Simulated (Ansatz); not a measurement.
Geometry optimisation, Ansatz, RKS B3LYP-D4/def2-SVP.

input.yaml

```yaml
crystal:
  periodic: [false, false, false]
  atoms:
    - { symbol: O, position_ang: [-1.4783, 0.2312, 1.1404] }
    - { symbol: C, position_ang: [-0.1719, 0.2522, 0.7865] }
    - { symbol: C, position_ang: [0.02026, 1.25293, -0.3309] }
    - { symbol: B, position_ang: [1.07996, 2.30658, 0.34164] }
    - { symbol: Si, position_ang: [0.88336, 1.21661, 1.95128] }
    - { symbol: H, position_ang: [-1.7048, 1.1977, 1.4918] }
    - { symbol: H, position_ang: [0.25396, -0.77435, 0.54643] }
    - { symbol: H, position_ang: [-0.86206, 1.70167, -0.68114] }
    - { symbol: H, position_ang: [0.55711, 0.71322, -1.21249] }
    - { symbol: H, position_ang: [1.5414, 3.30789, 0.04269] }
    - { symbol: H, position_ang: [0.10772, 1.82712, 3.03354] }
    - { symbol: H, position_ang: [2.16039, 0.51281, 2.27095] }
basis:
  gaussian: { orbitals: def2-SVP }
hamiltonian:
  xc: b3lyp
  dispersion: d4
relax:
  f_tol: 0.015
  max_steps: 40
```

Run as:

```bash
$ ansatz run input.yaml --threads 2 --pin off --max-ram 3072MiB --backend cpu --events-out ev --progress --plain --runs-dir out
```

Where does it end, and by what steps?

It converged. After 20 steps the energy has fallen by 1.154 eV; H10 moved furthest, 0.82 Å.

```tsv
step	energy less start (eV)	largest force component (eV/Å)	accepted
0	0.0000	4.535	yes
1	-0.8888	1.178	yes
2	-1.0006	0.397	yes
3	-1.0164	0.127	yes
4	-1.0215	0.062	yes
5	-1.0296	0.178	yes
6	-1.0278	0.540	no
7	-1.0438	0.216	yes
8	-1.0591	0.219	yes
9	-1.0761	0.459	yes
10	-1.0643	0.804	no
11	-1.1024	0.306	yes
12	-1.1285	0.294	yes
13	-1.1471	0.149	yes
14	-1.1521	0.135	yes
15	-1.1511	0.113	no
16	-1.1411	0.627	no
17	-1.1537	0.027	yes
18	-1.1538	0.022	yes
19	-1.1539	0.028	yes
20	-1.1540	0.009	yes
```

```xyz
12
Properties=species:S:1:pos:R:3
O -1.426 -0.213 1.026
C -0.136 0.280 0.755
C 0.008 1.396 -0.325
B 1.298 2.143 0.181
Si 0.949 1.311 2.003
H -1.920 0.472 1.494
H 0.458 -0.590 0.424
H -0.765 2.180 -0.128
H -0.132 1.100 -1.379
H 2.058 2.858 -0.416
H 0.060 2.176 2.846
H 1.934 0.634 2.900
```

Whether the end is a true minimum wasn't checked by a vibrational analysis.

The run took 67 s on 2 threads of Arm Neoverse V2 (shared host), peak memory 0.24 GiB.
